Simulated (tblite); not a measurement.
CH₆B₂S.
Atom-mapped SMILES: `[BH2:1][BH:2][S:3][CH3:4]` (hydrogens: H5, H6 on B1; H7 on B2; H8, H9, H10 on C4)

Computed with GFN2-xTB (tblite), gas phase: L-BFGS steps from a force-field or distance-geometry start until the largest atomic force falls under 0.01 eV/Å.

At the end of the run (lengths in Å): B2–S3 1.764, B1–B2 1.631, C4–H10 1.085, B2–H7 1.176, S3–C4 1.831, C4–H9 1.085, C4–H8 1.085, B1–B2–H7 124.2°, S3–C4–H8 109.4°, B2–S3–C4 104.3°, B1–B2–S3 124.2°, B1–B2–S3–C4 0°, H5–B1–B2–S3 -90°, H7–B2–B1–H5 90°.

Problem. These geometries were met on the way; a selection of coordinates is given. Order them by energy above the end point, lowest first.
A. B2–S3 1.770, B1–B2 1.644, C4–H10 1.079, B2–H7 1.187, S3–C4 1.836, C4–H9 1.083, C4–H8 1.083, B1–B2–H7 117.9°, S3–C4–H8 109.7°, B2–S3–C4 107.1°, B1–B2–S3 131.5°, B1–B2–S3–C4 5°, H5–B1–B2–S3 -135°, H7–B2–B1–H5 53°
B. B2–S3 1.770, B1–B2 1.653, C4–H10 1.088, B2–H7 1.176, S3–C4 1.843, C4–H9 1.089, C4–H8 1.089, B1–B2–H7 111.8°, S3–C4–H8 104.8°, B2–S3–C4 104.3°, B1–B2–S3 133.5°, B1–B2–S3–C4 21°, H5–B1–B2–S3 -151°, H7–B2–B1–H5 49°
C. B2–S3 1.892, B1–B2 1.653, C4–H10 1.125, B2–H7 1.178, S3–C4 1.801, C4–H9 1.110, C4–H8 1.109, B1–B2–H7 120.1°, S3–C4–H8 111.0°, B2–S3–C4 94.9°, B1–B2–S3 120.0°, B1–B2–S3–C4 90°, H5–B1–B2–S3 -179°, H7–B2–B1–H5 -1°
D. B2–S3 1.771, B1–B2 1.687, C4–H10 1.067, B2–H7 1.210, S3–C4 1.846, C4–H9 1.069, C4–H8 1.067, B1–B2–H7 114.0°, S3–C4–H8 105.9°, B2–S3–C4 98.4°, B1–B2–S3 126.7°, B1–B2–S3–C4 64°, H5–B1–B2–S3 167°, H7–B2–B1–H5 15°
E. B2–S3 1.741, B1–B2 1.612, C4–H10 1.069, B2–H7 1.182, S3–C4 1.831, C4–H9 1.077, C4–H8 1.069, B1–B2–H7 113.5°, S3–C4–H8 99.8°, B2–S3–C4 104.8°, B1–B2–S3 129.7°, B1–B2–S3–C4 39°, H5–B1–B2–S3 -176°, H7–B2–B1–H5 35°

Solution. A (0.129 eV), B (0.212 eV), E (0.448 eV), D (0.735 eV), C (1.278 eV).

```json
{"step": "23", "E above end (eV)": "0.129", "rms distance from the end, all atoms (Å)": "0.541", "largest force (eV/Å)": "0.321", "rms shift of all bonds from the end (Å)": "0.007"}
{"step": "20", "E above end (eV)": "0.212", "rms distance from the end, all atoms (Å)": "0.564", "largest force (eV/Å)": "0.522", "rms shift of all bonds from the end (Å)": "0.011"}
{"step": "15", "E above end (eV)": "0.448", "rms distance from the end, all atoms (Å)": "0.598", "largest force (eV/Å)": "0.865", "rms shift of all bonds from the end (Å)": "0.014"}
{"step": "13", "E above end (eV)": "0.735", "rms distance from the end, all atoms (Å)": "0.680", "largest force (eV/Å)": "0.957", "rms shift of all bonds from the end (Å)": "0.025"}
{"step": "0", "E above end (eV)": "1.278", "rms distance from the end, all atoms (Å)": "0.853", "largest force (eV/Å)": "1.493", "rms shift of all bonds from the end (Å)": "0.048"}
```

Rows stand in the order of the answer.
